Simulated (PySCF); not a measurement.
## Energy profile

The step: GaH₃ + HCl → GaH₂Cl ([Cl][GaH2]) + H₂; bonds formed: Ga1–Cl6, H2–H5; bonds broken: Ga1–H2, H5–Cl6 (atoms numbered as in the saddle structure below).

```
atom    x (Å)    y (Å)    z (Å)
 Ga1  -0.4328   0.5321   0.1570
  H2   0.4887   0.1982  -1.2089
  H3   0.2595   1.5647   1.0856
  H4  -1.9168   0.1185  -0.0300
  H5   0.8053  -0.7613  -0.5874
 Cl6   0.7961  -1.6524   0.5837
```

Electronic energies by CCSD(T) at an estimated basis limit (MP2 extrapolated from triple and quadruple zeta, plus CCSD(T) − MP2 in triple zeta), on PBE0-D4/def2-TZVP structures; GaH4Cl, closed shell; no counterpoise correction. PySCF 2.14 with density fitting (its default auxiliary sets; JK sets also for MP2 and CCSD(T)); basis: def2-TZVPP and def2-QZVPP; cores frozen in the correlated methods. Filled d shells of the heavier atoms are correlated. The def2 sets are not built for correlating such inner shells, so the correlated values are less sure here. Extrapolation: Hartree–Fock as exp(−7.88 √X), correlation as X^−2.97.

Question: Give the profile in kcal/mol, counted from the separated reactants. (An estimate is asked for; the value comes from the calculation.)

Answer: The calculation gives:
```tsv
point	kcal/mol
separated: GaH3 (Ga1, H2, H3, H4; singlet) + HCl (H5, Cl6; singlet)	0.00
start structure	-5.64
saddle	2.27
end structure	-29.38
separated: GaH2Cl (linked as [Cl][GaH2]; Ga1, H3, H4, Cl6; singlet) + H2 (H2, H5; singlet)	-27.68
```

The T1 diagnostic stays at or below 0.013.

For scale, one of the runs: CCSD(T)/def2-TZVPP, 146 basis functions, launched by `OMP_NUM_THREADS=4 python run.py`. Time: 48 s of wall clock on 4 CPU threads of an AMD EPYC 9B14; the host was shared. Peak host memory: 1 GiB.
